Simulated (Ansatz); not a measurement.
One change: `C[S][Zr]([F])([F])[F]` becomes `C[S][Ti]([F])([F])[F]`.

Ansatz, PBE0-D4/def2-TZVP geometries, multiplicity 1. Each molecule was computed in one conformer, which needn't be the lowest. `C[S][Zr]([F])([F])[F]` holds a close contact that its SMILES doesn't draw: H···Zr 2.64 Å.

Elements past krypton have def2 core potentials. Scalar relativity is left out up to krypton.

| property | `C[S][Zr]([F])([F])[F]` |
| --- | --- |
| LUMO energy (PBE0/def2-TZVPP) / eV | -1.63 |
| zero-point energy (PBE0-D4/def2-TZVP) / kJ/mol | 117.9 |
| ideal-gas entropy at 298 K and 1 bar (rigid rotor, harmonic PBE0-D4/def2-TZVP) / J/(mol·K) | 409 |
| size of the dipole moment (B3LYP/def2-TZVPP) / D | 1.76 |
| HOMO–LUMO gap (ωB97M-V/def2-TZVPP) / eV | 10.25 |
| size of the dipole moment (PBE/def2-TZVPP) / D | 1.73 |

(1) Give the same properties after the change, and the shifts. (An estimate is asked.)

Results:

(1) Ansatz gave: 
```
                                                                                  property  `C[S][Ti]([F])([F])[F]`  shift
                                                        LUMO energy (PBE0/def2-TZVPP) / eV                    -2.90  -1.27
                                            zero-point energy (PBE0-D4/def2-TZVP) / kJ/mol                    120.8    2.9
ideal-gas entropy at 298 K and 1 bar (rigid rotor, harmonic PBE0-D4/def2-TZVP) / J/(mol·K)                      404     -5
                                          size of the dipole moment (B3LYP/def2-TZVPP) / D                     2.16   0.40
                                                   HOMO–LUMO gap (ωB97M-V/def2-TZVPP) / eV                     9.31  -0.94
                                            size of the dipole moment (PBE/def2-TZVPP) / D                     2.06   0.33
```

With PBE0 the HOMO falls by 0.18 eV and the LUMO falls by 1.27 eV, so the gap narrows by about 1.09 eV. PBE moves the HOMO by -0.17 eV and ωB97M-V by -0.17 eV. Dipoles are sizes alone; their direction can turn. Modes under 60 cm⁻¹, often nearly free rotors, make the harmonic entropy too high.

Positive LUMOs are unbound, so they and the gaps depend on the basis.

B3LYP here is the variant with VWN-RPA as its local correlation; programs differ in this.
